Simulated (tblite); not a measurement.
C₆H₉O₂ (doublet state).
Atom-mapped SMILES: `[CH3:1][O:2][C:3]1=[CH:4][O:5][CH:6][CH2:7][CH2:8]1` (hydrogens: H9, H10, H11 on C1; H12 on C4; H13 on C6; H14, H15 on C7; H16, H17 on C8)

Structure optimised with GFN2-xTB, isolated species. This method treats the open shell by occupation alone, without spin polarisation.

Question: List the bond lengths, angles and torsions at this level.

Answer: 
```csv
bond,length (pm),order
C1–O2,140.4,single
O2–C3,136.9,single
C3=C4,134.4,double
C4–O5,135.6,single
O5–C6,135.2,single
C6–C7,148.5,single
C7–C8,153.4,single
C3–C8,150.2,single
"C1–H9, C1–H10, C1–H11",109.3,single
C4–H12,107.7,single
C6–H13,107.4,single
C7–H14,110.2,single
C7–H15,109.0,single
"C8–H16, C8–H17",109.2,single
```

Bonds in one row agree within 1 pm and their mean is given. Orders are formal, as drawn. A selection of angles:
```csv
angle,degrees
C1–O2–C3,117.9
O2–C3–C4,126.0
O2–C3–C8,113.3
C4–C3–C8,120.7
C3–C4–O5,123.3
C4–O5–C6,118.6
O5–C6–C7,120.2
C6–C7–C8,109.1
C3–C8–C7,108.7
```

Dihedral angles: C1–O2–C3–C4 1° (synperiplanar); O2–C3–C4–O5 180° (antiperiplanar); C3–C4–O5–C6 -8° (synperiplanar); C4–O5–C6–C7 -17° (synperiplanar); O5–C6–C7–C8 45° (synclinal); C6–C7–C8–C3 -47° (synclinal); O2–C3–C8–C7 -151° (antiperiplanar). The mirror-image conformer, all signs reversed, is as good.

The C–C distances run from 1.344 Å (C3=C4, drawn double) to 1.534 Å (C7–C8, drawn single), a spread of 0.190 Å. The 4 C–O bonds span 1.352 Å (O5–C6, drawn single) to 1.404 Å (C1–O2, drawn single), a spread of 0.052 Å. C6 (carbon bonded to C, O and H) is almost planar (angles 123.2°, 120.2° and 112.7°, sum 356.0°, 0.15 Å off the plane of its three neighbours). The 6-membered ring C3–C4–O5–C6–C7–C8 has internal angles of 108.7° to 123.3° (sum 701°, against 720° for a flat polygon); it is puckered, 0.18 Å rms from its mean plane, widest ring torsion 47°. Of the pairs four or more bonds apart, C1···H12 is among the closest relative to their van der Waals radii: 2.62 Å, 90 % of the sum of Bondi's values. C4 (carbon bonded to C, O and H) is planar (angles 125.3°, 123.3° and 111.3°, sum 360.0°, 0.01 Å off the plane of its three neighbours). C3 (carbon bonded to 2 C and O) is planar (angles 126.0°, 120.7° and 113.3°, sum 360.0°, 0.00 Å off the plane of its three neighbours).

Point group: C1 (no symmetry element, even within 0.4 Å). Its GFN2-xTB frequencies are all real (lowest 82 cm⁻¹). 2 starts were optimised and ended at 0.00 and 2.78 kcal/mol (GFN2-xTB); the lowest of these is shown.

Hardware: one thread, Arm Neoverse V2 (aarch64), shared host with 96 logical CPUs at a one-minute load of 50. Cost: 0.3 s. This is the geometry optimisation.

The numbers are calculated, not measured.
